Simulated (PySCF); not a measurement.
Nitrogen: a sound run and one with changed settings

Sound run: N⁺ [He] 2s2 2p2, N²⁺ [He] 2s2 2p1. Calculation: PySCF 2.14, in aug-cc-pVDZ; the non-relativistic Hamiltonian (point nucleus). The sound run starts from symmetry-adapted Hartree-Fock orbitals and uses a fine grid where one is needed.

Changed run: initial guess minao, at most 50 SCF cycles, level shift 10.0 hartree.

| species | method | sound run (hartree) | changed run (hartree) | converged |
| --- | --- | --- | --- | --- |
| N⁺ | UHF | -53.88126 | -53.88126 | no |
| N⁺ | LDA | -53.56872 | -53.56871 | no |
| N⁺ | M06-2X | -54.04269 | -54.04269 | no |
| N²⁺ | UHF | -52.80727 | -52.80727 | no |
| N²⁺ | LDA | -52.46306 | -52.46305 | no |
| N²⁺ | M06-2X | -52.94879 | -52.94879 | no |

A level shift slows the SCF but leaves a converged energy unchanged.
